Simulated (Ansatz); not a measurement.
The cluster ZrAu6⁺, relaxed as a doublet with UKS r2SCAN-D4/def2-SVP in Ansatz, starting from the GFN1-xTB geometry. Force threshold 0.02 eV/Å.

In the def2 sets Au, Zr take a core potential; there is no spin–orbit coupling. The structure comes from a short search, and lower isomers may exist.

Start:

```xyz
7

Zr   -0.123   -0.315   -0.097
Au   -2.604    0.521   -0.733
Au   -0.831   -1.295    2.318
Au    1.500    0.184    2.048
Au   -0.375    1.849   -1.760
Au    0.494   -2.442   -1.458
Au    1.939    1.498   -0.318
```

| step | energy (eV) | largest force component (eV/Å) | SCF passes |
| --- | --- | --- | --- |
| 1 | -23451.2083 | 0.865 | 26 |
| 2 | -23451.3033 | 0.491 | 31 |
| 3 | -23451.3412 | 0.073 | 27 |
| 4 | -23451.3483 | 0.060 | 31 |
| 5 | -23451.3494 | 0.058 | 31 |
| 6 | -23451.3526 | 0.050 | 25 |
| 7 | -23451.3528 | 0.036 | 25 |
| 8 | -23451.3529 | 0.003 | 26 |

Force components are those of the run's own axes.

End:

Cartesian coordinates in Å:
```
Zr -0.230 -0.373 -0.060
Au -2.596 0.464 -0.991
Au -0.736 -1.231 2.426
Au 1.521 0.166 1.978
Au -0.400 1.915 -1.557
Au 0.501 -2.318 -1.421
Au 1.941 1.376 -0.374
```

By distances, no bond broke or formed. The bond that changes most is Zr1–Au6, from 2.60 to 2.48 Å (atoms count from 1). The end is the same structure that another start reached, the lowest one found.

No frequencies were taken in this run, so the end may be a saddle point.

Hardware: 4 threads of Arm Neoverse V2 on a shared host. Wall time 2.8 min.
